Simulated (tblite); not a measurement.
**Question.** Give a GFN2-xTB geometry of `COC1=C[C@H](C2CC2)[SiH2]C1`.

**Answer.** 
```xyz
24
C8H14OSi angstrom
C      3.2571    1.2644   -0.6562
O      2.9633   -0.0869   -0.4127
C      1.6449   -0.4454   -0.3515
C      0.5812    0.3353   -0.5013
C     -0.7908   -0.2739   -0.3780
C     -1.5777    0.4155    0.7160
C     -2.3613    1.6567    0.4087
C     -3.0746    0.3714    0.7069
Si    -0.4447   -2.1311   -0.0546
C      1.4464   -1.9126   -0.0899
H      4.3432    1.3414   -0.6658
H      2.8596    1.5899   -1.6234
H      2.8519    1.9088    0.1312
H      0.6389    1.3967   -0.6848
H     -1.3325   -0.1210   -1.3184
H     -1.0945    0.3736    1.6854
H     -2.3963    2.4480    1.1425
H     -2.3674    2.0139   -0.6106
H     -3.5996    0.2820    1.6459
H     -3.5602   -0.1403   -0.1105
H     -0.9375   -3.0035   -1.1250
H     -0.9415   -2.5912    1.2443
H      1.9412   -2.4887   -0.8720
H      1.9390   -2.1833    0.8441
```

Orientation and origin are arbitrary. Atoms count from 1 in this order. Of the pairs four or more bonds apart, C1···H14 is among the closest relative to their van der Waals radii: 2.62 Å, 90 % of the sum of Bondi's values. The 5-membered ring C3–C4–C5–Si9–C10 has internal angles of 93.7° to 119.2° (sum 540°, against 540° for a flat polygon); it is planar, 0.00 Å rms from its mean plane, widest ring torsion 1°. The 3-membered ring C6–C7–C8 has internal angles of 59.9° to 60.1°. The 2 C–O bonds span 1.368 Å (O2–C3, drawn single) to 1.404 Å (C1–O2, drawn single), a spread of 0.036 Å.

Bonds between heavy atoms (Å): C1–O2 1.404, O2–C3 1.368, C3=C4 1.328, C4–C5 1.506, C5–C6 1.514, C6–C7 1.500, C7–C8 1.500, C5–Si9 1.917, Si9–C10 1.904, C3–C10 1.504, C6–C8 1.498.

Structure optimised with GFN2-xTB, isolated species.

Point group: C1 (no symmetry element, even within 0.4 Å). Its GFN2-xTB frequencies are all real (lowest 35 cm⁻¹). The numbers are those of one conformer (C1–O2–C3–C4 0°, C4–C5–C6–C7 86°).

All values are computed, not measured.
